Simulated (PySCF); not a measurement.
B(OH)(NH2)(NMe2) (C₂H₉BN₂O), SMILES NB(O)N(C)C. Coordinates come from a PBE-D3(BJ)/def2-SVP optimisation. The values are those of a single conformer.

These are PBE-D3(BJ)/def2-SVP (PySCF) values and carry that method's errors.

Harmonic wavenumbers (cm⁻¹): 102, 120, 204, 223, 268, 313, 354, 396, 419, 454, 477, 612, 698, 868, 961, 1017, 1049, 1080, 1129, 1202, 1239, 1357, 1388, 1394, 1400, 1415, 1419, 1430, 1498, 1545, 2886, 2897, 2934, 2948, 3044, 3064, 3545, 3649, 3771. Rotational constants (GHz): 4.715, 3.050, 1.927; symmetry number 1.

### Question
Work out the zero-point energy and the ideal-gas rigid-rotor harmonic-oscillator thermochemistry at 298.15 K and 1 atm.

### Answer
ZPE = ½ Σ hcν = ½ × 54770 cm⁻¹ = 78.30 kcal/mol. H − E(el) = 84.07 kcal/mol. Entropy in cal/(mol K): translation 39.33, rotation 26.85, vibration 19.55, total 85.73. G − E(el) = 58.50 kcal/mol. Cp = 31.29 cal/(mol K). Modes under 150 cm⁻¹ make the vibrational entropy uncertain.
